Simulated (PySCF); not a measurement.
Ge(F)(Cl)2(Me) (CH3Cl2FGe), SMILES [CH3][Ge]([F])([Cl])[Cl].

The structure is a stationary point at B3LYP-D3(BJ)/def2-SVP. This is a generated structure with no PubChem entry under its InChIKey; it may be hypothetical.

The numbers are results of B3LYP-D3(BJ)/def2-SVP (PySCF 2.14.0), not measurements.

Frequencies are harmonic and unscaled.

Computed harmonic wavenumbers and intensities:
```json
[
 {"mode": "1", "ν (cm⁻¹)": "81", "IR (km/mol)": "0.0", "Raman (Å⁴/amu)": "0.0", "depolarisation": "–", "moving atoms (share of kinetic energy)": "H 99 %"},
 {"mode": "2", "ν (cm⁻¹)": "136", "IR (km/mol)": "1.4", "Raman (Å⁴/amu)": "3.0", "depolarisation": "0.74", "moving atoms (share of kinetic energy)": "Cl 69 %, C 10 %, F 10 %"},
 {"mode": "3", "ν (cm⁻¹)": "143", "IR (km/mol)": "0.0", "Raman (Å⁴/amu)": "2.5", "depolarisation": "0.75", "moving atoms (share of kinetic energy)": "C 39 %, Cl 25 %, H 22 %, F 12 %"},
 {"mode": "4", "ν (cm⁻¹)": "170", "IR (km/mol)": "2.5", "Raman (Å⁴/amu)": "1.6", "depolarisation": "0.63", "moving atoms (share of kinetic energy)": "Ge 27 %, Cl 27 %, C 23 %, H 17 %"},
 {"mode": "5", "ν (cm⁻¹)": "209", "IR (km/mol)": "14.0", "Raman (Å⁴/amu)": "1.9", "depolarisation": "0.75", "moving atoms (share of kinetic energy)": "F 56 %, Cl 22 %, Ge 13 %"},
 {"mode": "6", "ν (cm⁻¹)": "215", "IR (km/mol)": "22.9", "Raman (Å⁴/amu)": "2.2", "depolarisation": "0.70", "moving atoms (share of kinetic energy)": "F 50 %, Ge 21 %, Cl 19 %"},
 {"mode": "7", "ν (cm⁻¹)": "409", "IR (km/mol)": "31.3", "Raman (Å⁴/amu)": "15.2", "depolarisation": "0.06", "moving atoms (share of kinetic energy)": "Cl 75 %, Ge 18 %"},
 {"mode": "8", "ν (cm⁻¹)": "443", "IR (km/mol)": "89.6", "Raman (Å⁴/amu)": "3.9", "depolarisation": "0.75", "moving atoms (share of kinetic energy)": "Cl 60 %, Ge 40 %"},
 {"mode": "9", "ν (cm⁻¹)": "618", "IR (km/mol)": "26.5", "Raman (Å⁴/amu)": "15.6", "depolarisation": "0.19", "moving atoms (share of kinetic energy)": "C 60 %, Ge 19 %, H 18 %"},
 {"mode": "10", "ν (cm⁻¹)": "720", "IR (km/mol)": "66.8", "Raman (Å⁴/amu)": "3.3", "depolarisation": "0.29", "moving atoms (share of kinetic energy)": "F 77 %, Ge 21 %"},
 {"mode": "11", "ν (cm⁻¹)": "816", "IR (km/mol)": "45.4", "Raman (Å⁴/amu)": "1.5", "depolarisation": "0.75", "moving atoms (share of kinetic energy)": "H 79 %, C 19 %"},
 {"mode": "12", "ν (cm⁻¹)": "818", "IR (km/mol)": "33.5", "Raman (Å⁴/amu)": "1.1", "depolarisation": "0.69", "moving atoms (share of kinetic energy)": "H 78 %, C 19 %"},
 {"mode": "13", "ν (cm⁻¹)": "1259", "IR (km/mol)": "4.8", "Raman (Å⁴/amu)": "2.8", "depolarisation": "0.13", "moving atoms (share of kinetic energy)": "H 80 %, C 19 %"},
 {"mode": "14", "ν (cm⁻¹)": "1423", "IR (km/mol)": "6.6", "Raman (Å⁴/amu)": "10.3", "depolarisation": "0.75", "moving atoms (share of kinetic energy)": "H 96 %"},
 {"mode": "15", "ν (cm⁻¹)": "1425", "IR (km/mol)": "3.2", "Raman (Å⁴/amu)": "9.5", "depolarisation": "0.75", "moving atoms (share of kinetic energy)": "H 96 %"},
 {"mode": "16", "ν (cm⁻¹)": "3054", "IR (km/mol)": "0.0", "Raman (Å⁴/amu)": "130.4", "depolarisation": "0.00", "moving atoms (share of kinetic energy)": "H 98 %"},
 {"mode": "17", "ν (cm⁻¹)": "3167", "IR (km/mol)": "0.1", "Raman (Å⁴/amu)": "87.7", "depolarisation": "0.75", "moving atoms (share of kinetic energy)": "H 90 %, C 10 %"},
 {"mode": "18", "ν (cm⁻¹)": "3169", "IR (km/mol)": "0.0", "Raman (Å⁴/amu)": "69.3", "depolarisation": "0.74", "moving atoms (share of kinetic energy)": "H 90 %, C 10 %"}
]
```
